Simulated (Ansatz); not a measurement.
`ClBB[SeH]`. Charge 0, multiplicity 1. Geometry: relaxed with PBE0-D4/def2-TZVP. It is one conformer, not always the lowest.

```xyz
7

Cl    1.910   -1.769   -0.013
B     0.989   -0.478    0.724
B    -0.449    0.005    0.036
Se   -0.475    1.350   -1.313
H     1.449   -0.023    1.730
H    -1.494   -0.465    0.371
H    -1.929    1.380   -1.535
```

**Question.** What is the dipole moment at PBE/def2-TZVPP? (Best estimate.)

**Answer.** Computed: 1.28 D, with components (-1.07, 0.67, -0.22) D in this frame, pointing from negative to positive charge.

**Question.** And with r2SCAN, B3LYP, ωB97M-V? (Estimate.)

**Answer.** Ansatz gave: r2SCAN 1.33 D, B3LYP 1.28 D, ωB97M-V 1.26 D.

**Question.** Give the Mulliken charges with PBE, B3LYP, r2SCAN in def2-TZVPP. (Estimate.)

**Answer.** The calculation gave: 
| atom | PBE | B3LYP | r2SCAN |
| --- | --- | --- | --- |
| Cl1 | -0.10 | -0.13 | -0.13 |
| B2 | 0.04 | 0.05 | 0.09 |
| B3 | -0.10 | -0.09 | -0.09 |
| Se4 | 0.03 | 0.01 | 0.03 |
| H5 | 0.02 | 0.04 | 0.01 |
| H6 | 0.05 | 0.06 | 0.03 |
| H7 | 0.05 | 0.05 | 0.05 |

B3LYP here is the variant with VWN-RPA as its local correlation; programs differ in this.
